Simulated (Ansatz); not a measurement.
A barrier at the coupled-cluster level

Start structure (GeH₅SF, closed shell), relaxed at PBE0-D4/def2-TZVP:

Ge1  (-0.161, -0.574, -0.964)
S2  (1.063, -0.475, 0.915)
H3  (0.707, -1.159, -2.086)
H4  (-0.650, 0.834, -1.318)
H5  (-1.316, -1.510, -0.607)
H6  (-0.413, 0.921, 1.722)
F7  (-1.135, 1.498, 1.883)
H8  (1.905, 0.465, 0.454)
(Å)

The step: GeH₄S ([SH][GeH3]) + HF → GeH₃F ([F][GeH3]) + H₂S; bonds formed: Ge1–F7, S2–H6; bonds broken: Ge1–S2, H6–F7. Computed with Ansatz 0.2.0 (basis: def2-TZVPP and def2-QZVPP); correlated methods freeze the cores. Filled d shells of the heavier atoms are correlated. The def2 sets are not built for correlating such inner shells, so the correlated values are less sure here. Extrapolation: Hartree–Fock as exp(−7.88 √X), correlation as X^−2.97. Energies below are by CCSD(T) at an estimated basis limit (MP2 extrapolated from triple and quadruple zeta, plus CCSD(T) − MP2 in triple zeta).

(1) What are the electronic barrier and the energy of the step, from the start structure to the end structure? (To be estimated.)

The T1 diagnostic stays at or below 0.013.

Results:

(1) Computed: Barrier 152.2 kJ/mol; step energy 5.8 kJ/mol (uphill); reverse barrier, their difference, 146.4 kJ/mol. Barrier and step energy count from the start structure, the reverse barrier from the end structure.

The saddle point: One imaginary mode of 663i cm⁻¹.
| pair | start (Å) | saddle (Å) | end (Å) |
| --- | --- | --- | --- |
| Ge1–F7 | 3.65 | 2.05 | 1.75 |
| S2–H6 | 2.19 | 1.60 | 1.34 |
| Ge1–S2 | 2.24 | 2.60 | 3.83 |
| H6–F7 | 0.94 | 1.16 | 2.30 |

Zero-point energy (harmonic, PBE0-D4): ZPE is 117.0 kJ/mol at the start and 107.7 kJ/mol at the saddle, so the barrier goes from 152.2 to 142.9 kJ/mol.

Labels in which every atom is bracketed show which atoms are joined, not bond orders.

For scale, one of the runs: CCSD(T)/def2-TZVPP, 191 basis functions (an equivalent command: `ansatz run in.yaml --threads 4`). Hardware: 4 CPU threads, shared host. Wall time 35 s; peak host memory 2.1 GiB.
